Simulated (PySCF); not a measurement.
# C₆ coefficients of unlike pairs at wB97X-V

Calculated with PySCF 2.14 from the dipole response of each species, C₆(A,B) = (3/π) ∫ α_A(iu) α_B(iu) du, in atomic units, from isotropic polarisabilities. For ions this is the dispersion term alone; charge-induced terms of lower order in 1/R come first.

```csv
species,configuration,basis,relativity,α (bohr³),C₆ (like pair)
Sb³⁺,[Kr] 4d10 5s2 (1S),"x2c-TZVPPall with one added diffuse shell each of s, p, d, f type (9s7p5d3f)",spin-free X2C,10.96,52.43
Li,[He] 2s1 (2S),aug-cc-pCVQZ (9s8p6d4f2g),none,159.8,1342
I²⁺,[Kr] 4d10 5s2 5p3 (4S),aug-cc-pwCVDZ-PP with ECP28MDF (6s5p4d1f),core potential,13.88,95.50
P⁺,[Ne] 3s2 3p2 (3P),dyall-av2z (13s9p2d),none,14.47,76.08
```

Q: Estimate C₆ for P⁺ with Sb³⁺.

A: The integral gives 61.81. The combination rule 2 C_A C_B / (C_A α_B/α_A + C_B α_A/α_B) gives 62.90 and the geometric mean 63.16.

No spin-orbit coupling is included.

The other pairs:

```tsv
pair	C₆
I²⁺, Li	213.8
P⁺, I²⁺	83.76
Li, Sb³⁺	165.0
I²⁺, Sb³⁺	70.56
P⁺, Li	215.2
```
